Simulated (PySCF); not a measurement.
## Stretching CsBr

Set-up: Cs x2c-TZVPall, Br x2c-TZVPall; spin-free X2C with a Gaussian nucleus (PySCF 2.14). Energies in eV from Cs + Br in their ground configurations at the same level. State: ¹Σ⁺ (singlet), closed shell.

All columns are PBE0. A positive dipole means Cs(−)Br(+).

```json
{"R (Å)": "2.644", "E (eV)": "-3.500", "μ (D)": "-7.84", "Mulliken charge on Cs (basis-dependent)": "0.63", "HOMO (eV)": "-5.95", "LUMO (eV)": "-0.87", "Mayer bond order": "0.70", "⟨S²⟩": "0.00"}
{"R (Å)": "2.767", "E (eV)": "-3.836", "μ (D)": "-8.65", "Mulliken charge on Cs (basis-dependent)": "0.66", "HOMO (eV)": "-5.99", "LUMO (eV)": "-0.96", "Mayer bond order": "0.65", "⟨S²⟩": "0.00"}
{"R (Å)": "2.890", "E (eV)": "-4.013", "μ (D)": "-9.43", "Mulliken charge on Cs (basis-dependent)": "0.68", "HOMO (eV)": "-5.96", "LUMO (eV)": "-1.04", "Mayer bond order": "0.61", "⟨S²⟩": "0.00"}
{"R (Å)": "2.982", "E (eV)": "-4.073", "μ (D)": "-10.00", "Mulliken charge on Cs (basis-dependent)": "0.69", "HOMO (eV)": "-5.85", "LUMO (eV)": "-1.11", "Mayer bond order": "0.59", "⟨S²⟩": "0.00"}
{"R (Å)": "3.074", "E (eV)": "-4.087", "μ (D)": "-10.55", "Mulliken charge on Cs (basis-dependent)": "0.70", "HOMO (eV)": "-5.72", "LUMO (eV)": "-1.17", "Mayer bond order": "0.58", "⟨S²⟩": "0.00"}
{"R (Å)": "3.166", "E (eV)": "-4.067", "μ (D)": "-11.09", "Mulliken charge on Cs (basis-dependent)": "0.70", "HOMO (eV)": "-5.59", "LUMO (eV)": "-1.23", "Mayer bond order": "0.56", "⟨S²⟩": "0.00"}
{"R (Å)": "3.289", "E (eV)": "-4.004", "μ (D)": "-11.80", "Mulliken charge on Cs (basis-dependent)": "0.71", "HOMO (eV)": "-5.44", "LUMO (eV)": "-1.32", "Mayer bond order": "0.55", "⟨S²⟩": "0.00"}
{"R (Å)": "3.443", "E (eV)": "-3.887", "μ (D)": "-12.66", "Mulliken charge on Cs (basis-dependent)": "0.72", "HOMO (eV)": "-5.26", "LUMO (eV)": "-1.42", "Mayer bond order": "0.53", "⟨S²⟩": "0.00"}
{"R (Å)": "3.627", "E (eV)": "-3.716", "μ (D)": "-13.69", "Mulliken charge on Cs (basis-dependent)": "0.73", "HOMO (eV)": "-5.06", "LUMO (eV)": "-1.54", "Mayer bond order": "0.51", "⟨S²⟩": "0.00"}
{"R (Å)": "3.873", "E (eV)": "-3.470", "μ (D)": "-15.02", "Mulliken charge on Cs (basis-dependent)": "0.74", "HOMO (eV)": "-4.82", "LUMO (eV)": "-1.69", "Mayer bond order": "0.49", "⟨S²⟩": "0.00"}
```

A fit through these points gives, at Re = 3.062 Å, μ = -10.48 D and dμ/dR = -5.93 D/Å; the reduced mass is 49.52 u.

Question: How strong is the fundamental in the double-harmonic approximation, I = 42.26·(dμ/dR)²/μred km/mol?

Answer: I = 42.26·(-5.93)²/49.52 = 30.0 km/mol at PBE0.

Spin–orbit coupling is left out, which matters for elements this heavy, above all for dissociation energies.
